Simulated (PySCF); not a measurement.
Compound: C₄H₁₁NOSi₂.
Numbering: `[CH3:1][C:2](=[O:3])[NH:4][SiH:5]1[CH2:6][SiH2:7][CH2:8]1`

Lines to be assigned: C 1s: 289.53 (area 2), 291.13 (area 1), 293.60 (area 1) eV; N 1s: 405.05 eV; O 1s: 536.85 eV; Si 1s: 1846.21 (area 1), 1846.63 (area 1) eV; Si 2p3/2: 106.42 (area 1), 106.72 (area 1) eV.

The calculation used delta-SCF UKS SCAN, pcX-2 on the ionised atom, pcseg-1 elsewhere, spin-free X2C (PySCF 2.14.0). Isolated species at its PBE0-D3(BJ)/def2-SVP geometry (one conformer only).

Order the carbon atoms by C 1s binding energy.

289.53 eV: C6/C8 (sp3 carbon bound to silicon); 291.13 eV: C1 (methyl carbon next to a carbonyl); 293.60 eV: C2 (amide carbonyl carbon). Lowest listed C 1s: C6/C8, bonded to 2 H and 2 Si. Highest, 4.07 eV above it: C2, bonded to O (double bond), N and C. The widest gap between neighbouring values is 2.47 eV, between 291.13 and 293.60 eV.

Assign the Si 1s lines to atoms.

1846.21 eV: Si7 (SiH2 silicon); 1846.63 eV: Si5 (SiH silicon). The listed Si 1s values span 0.42 eV, from Si7 (bonded to 2 C and 2 H) to Si5 (bonded to N, 2 C and H). Summing the Pauling electronegativity differences to the bonded atoms, each weighted by its formal bond order, gives +1.90 for the lowest site and +2.74 for the highest.

Assign the Si 2p3/2 lines to atoms.

106.42 eV: Si7 (SiH2 silicon); 106.72 eV: Si5 (SiH silicon). The listed Si 2p3/2 values span 0.30 eV, from Si7 (bonded to 2 C and 2 H) to Si5 (bonded to N, 2 C and H).

Bonded neighbours of each site: C1: C and 3 H; C2: O (double bond), N and C; O3: C (double bond); N4: C, H and Si; Si5: N, 2 C and H; C6/C8: 2 H and 2 Si; Si7: 2 C and 2 H.

Which effective nuclear charge Zeff reproduces each element's mean 1s value in the hydrogen-like formula E = 13.606 eV × Zeff²?

C (Z = 6): mean 290.9 eV, Zeff = 4.62, Z − Zeff = 1.38; N (Z = 7): mean 405.1 eV, Zeff = 5.46, Z − Zeff = 1.54; O (Z = 8): mean 536.8 eV, Zeff = 6.28, Z − Zeff = 1.72; Si (Z = 14): mean 1846.4 eV, Zeff = 11.65, Z − Zeff = 2.35. Means run over the listed sites, weighted by atom count.

One atom of each set of topologically equivalent atoms was ionised and stands for the set; in this conformer not all members are related by symmetry, and their own values weren't computed. Spin–orbit coupling isn't in the SCF: each 2p doublet comes from a relaxed spin-free hole plus a matrix of the shell (mean-field spin–orbit coupling and the ground-state 2p splitting), with 2p3/2 averaged over its two sublevels. 2p1/2 minus 2p3/2 (ligand field included): Si 0.62 eV.

Hardware: Arm Neoverse V1, one thread, no GPU, shared host with 32 logical CPUs at a one-minute load of 22. Cost: 2.6 min, 0.73 GiB resident at most.

The values belong to the conformer `[CH3:1][C:2](=[O:3])[NH:4][SiH:5]1[CH2:6][SiH2:7][CH2:8]1`: C1–C2–N4–Si5 180°, C2–N4–Si5–C6 168°.
